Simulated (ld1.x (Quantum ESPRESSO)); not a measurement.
u(r) = r·R(r): atom against pseudo-atom (cobalt (Co))

Columns: radius, all-electron u(r) and pseudo u(r) of the 3d shell (level -8.94 eV) of cobalt in the configuration [Ar] 3d7 4s1.75 4p0.25; LDA (PZ), scalar-relativistic, PAW scheme, ld1.x (Quantum ESPRESSO) 7.5.

```csv
r (bohr),all-electron,pseudo
0.150,0.1910,0.0133
0.300,0.5780,0.0952
0.450,0.8411,0.2671
0.600,0.9437,0.4884
0.750,0.9404,0.6823
0.900,0.8838,0.7860
1.050,0.8058,0.7869
1.200,0.7228,0.7225
1.350,0.6425,0.6425
1.500,0.5684,0.5684
1.650,0.5014,0.5014
1.800,0.4418,0.4418
1.950,0.3891,0.3891
2.100,0.3426,0.3426
2.250,0.3018,0.3018
2.400,0.2658,0.2658
2.550,0.2343,0.2343
2.700,0.2065,0.2065
2.850,0.1821,0.1821
3.000,0.1607,0.1607
3.150,0.1418,0.1418
3.300,0.1251,0.1251
3.450,0.1104,0.1104
3.600,0.0975,0.0975
3.750,0.0861,0.0861
3.900,0.0760,0.0760
```

Problem. How many radial nodes do the two functions have?

Solution. The all-electron 3d function has n − l − 1 = 0; the pseudo-wave has 0.

Problem. At about which radius was the pseudo-wave matched?

Solution. 1.35 bohr. The columns agree to 0.0005 from 1.20 bohr on; several derivatives are matched, so the curves merge somewhat inside the radius.

Problem. Where does each function peak?

Solution. Outermost all-electron maximum near 0.60 bohr, pseudo maximum near 1.05 bohr (to the table’s step).

Problem. Is the pseudo-wave norm-conserving?

Solution. No, it belongs to a PAW set: the norm inside the radius is not constrained, and the difference is carried by the augmentation charge.
